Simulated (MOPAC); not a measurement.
A run for MOPAC: PM6 on CH3FSi (SMILES C[Si]F), a point of a torsion scan.

```
PM6 1SCF PRECISE CHARGE=0 THREADS=1
CH3FSi

C     -0.55206943 1    -0.03489556 1    -0.00252109 1
Si     1.17780880 1    -0.84407524 1    -0.06360248 1
F      0.70208831 1    -2.32839645 1     0.48396703 1
H     -0.79799736 1     0.26958750 1     1.01565387 1
H     -1.33119540 1    -0.72290425 1    -0.33402358 1
H     -0.60592795 1     0.85673648 1    -0.62435992 1
```

Output:

```
*******************************************************************************
 **                                                                           **
 **                              MOPAC v23.2.5                                **
 **                                                                           **
 *******************************************************************************
 ** MOPAC's Digital Object Identifier: https://doi.org/10.5281/zenodo.6511958 **
 **                                                                           **
 ** Please cite the open-source release paper for use of this MOPAC version:  **
 ** J. E. Moussa and J. J. P. Stewart (2026)                                  **
 ** MOPAC: An open-source semiempirical molecular orbital program             **
 ** J. Open Source Softw., 11(119), 8025, https://doi.org/10.21105/joss.08025 **
 *******************************************************************************

                              PM6 CALCULATION RESULTS

 *******************************************************************************
 *  PM6        - The PM6 Hamiltonian to be used
 *
 *
 *
 *                 CHARGE ON SYSTEM = 0
 *
 *
 *
 *  PRECISE    - TIGHTER CRITERIA TO BE USED
 *  1SCF       - DO 1 SCF AND THEN STOP
 *  THREADS=1  - MULTI-THREADING NOT USED
 *  T=         - A TIME OF 172800.0 SECONDS REQUESTED
 *  DUMP=N     - RESTART FILE WRITTEN EVERY 7200.0 SECONDS REQUESTED
 *******************************************************************************
PM6 1SCF PRECISE CHARGE=0 THREADS=1
 CH3FSi

   ATOM   CHEMICAL          X               Y               Z
  NUMBER   SYMBOL      (ANGSTROMS)     (ANGSTROMS)     (ANGSTROMS)

     1       C         -0.55206943  *  -0.03489556  *  -0.00252109  *
     2      Si          1.17780880  *  -0.84407524  *  -0.06360248  *
     3       F          0.70208831  *  -2.32839645  *   0.48396703  *
     4       H         -0.79799736  *   0.26958750  *   1.01565387  *
     5       H         -1.33119540  *  -0.72290425  *  -0.33402358  *
     6       H         -0.60592795  *   0.85673648  *  -0.62435992  *



          CARTESIAN COORDINATES

    NO.       ATOM           X           Y           Z

     1         C         -0.5521     -0.0349     -0.0025
     2        Si          1.1778     -0.8441     -0.0636
     3         F          0.7021     -2.3284      0.4840
     4         H         -0.7980      0.2696      1.0157
     5         H         -1.3312     -0.7229     -0.3340
     6         H         -0.6059      0.8567     -0.6244

 General Reference for PM6:
 "Optimization of Parameters for Semiempirical Methods V: Modification of NDDO Approximations
 and Application to 70 Elements", J. J. P. Stewart, J. Mol. Mod., 13, 1173-1213 (2007)
 URL: https://link.springer.com/article/10.1007/s00894-007-0233-4

           Empirical Formula: C H3 Si F  =     6 atoms



      MOLECULAR POINT GROUP   :   C1


      RHF CALCULATION, NO. OF DOUBLY OCCUPIED LEVELS = 9


 -------------------------------------------------------------------------------
 PM6 1SCF PRECISE CHARGE=0 THREADS=1
 CH3FSi



     1SCF WAS SPECIFIED, SO BFGS WAS NOT USED
     SCF FIELD WAS ACHIEVED


                              PM6 CALCULATION
                                                       MOPAC v23.2.5 Linux




          FINAL HEAT OF FORMATION =        -43.25716 KCAL/MOL =    -180.98796 KJ/MOL


          COSMO AREA              =         99.58 SQUARE ANGSTROMS
          COSMO VOLUME            =         87.47 CUBIC ANGSTROMS

          IONIZATION POTENTIAL    =          7.901096 EV
          HOMO LUMO ENERGIES (EV) =         -7.901 -1.016
          NO. OF FILLED LEVELS    =          9
          MOLECULAR WEIGHT        =         62.1186         POINT GROUP:  C1

          MOLECULAR DIMENSIONS (Angstroms)

            Atom       Atom       Distance
            H     6    F     3     3.61723
           Si     2    H     5     2.27594
            H     4   Si     2     1.52968


          SCF CALCULATIONS        =          1





   ATOM   CHEMICAL          X               Y               Z
  NUMBER   SYMBOL      (ANGSTROMS)     (ANGSTROMS)     (ANGSTROMS)

     1       C         -0.55206943  *  -0.03489556  *  -0.00252109  *
     2      Si          1.17780880  *  -0.84407524  *  -0.06360248  *
     3       F          0.70208831  *  -2.32839645  *   0.48396703  *
     4       H         -0.79799736  *   0.26958750  *   1.01565387  *
     5       H         -1.33119540  *  -0.72290425  *  -0.33402358  *
     6       H         -0.60592795  *   0.85673648  *  -0.62435992  *

                             CARTESIAN COORDINATES

   1    C       -0.552069430    -0.034895560    -0.002521090
   2   Si        1.177808800    -0.844075240    -0.063602480
   3    F        0.702088310    -2.328396450     0.483967030
   4    H       -0.797997360     0.269587500     1.015653870
   5    H       -1.331195400    -0.722904250    -0.334023580
   6    H       -0.605927950     0.856736480    -0.624359920


           Empirical Formula: C H3 Si F  =     6 atoms



      MOLECULAR POINT GROUP   :   C1


                  EIGENVALUES
 -38.90281 -24.61049 -15.93669 -14.61857 -14.42731 -13.50461 -13.46394 -12.22983
  -7.90110  -1.01567  -0.29221   0.38441   1.78700   2.04087   2.45838   3.22082
   4.53387   6.03368   6.12898   7.28714


              NET ATOMIC CHARGES AND DIPOLE CONTRIBUTIONS

  ATOM NO.   TYPE          CHARGE      No. of ELECS.   s-Pop       p-Pop       d-Pop
    1          C          -0.784051        4.7841     1.08619     3.69786
    2         Si           0.613443        3.3866     1.81568     1.06182     0.50905
    3          F          -0.389924        7.3899     1.93719     5.45273
    4          H           0.188178        0.8118     0.81182
    5          H           0.194492        0.8055     0.80551
    6          H           0.177862        0.8221     0.82214
 DIPOLE           X         Y         Z       TOTAL
 POINT-CHG.     1.752     2.305    -1.012     3.067
 HYBRID        -1.701     0.036     0.304     1.729
 SUM            0.051     2.341    -0.707     2.446


          ATOMIC ORBITAL ELECTRON POPULATIONS

     Atom    s        px        py        pz      x^2-y^2     xz        z^2       yz        xy
    1  C   1.08619   1.31963   1.20330   1.17493
    2 Si   1.81568   0.70297   0.21913   0.13972   0.13193   0.02415   0.09633   0.10261   0.15403
    3  F   1.93719   1.88974   1.71753   1.84546
    4  H   0.81182
    5  H   0.80551
    6  H   0.82214

 **********************
 *                    *
 * JOB ENDED NORMALLY *
 *                    *
 **********************




 == MOPAC DONE ==
```

The run finished.

Cost: around 0.020 core-seconds (rough).
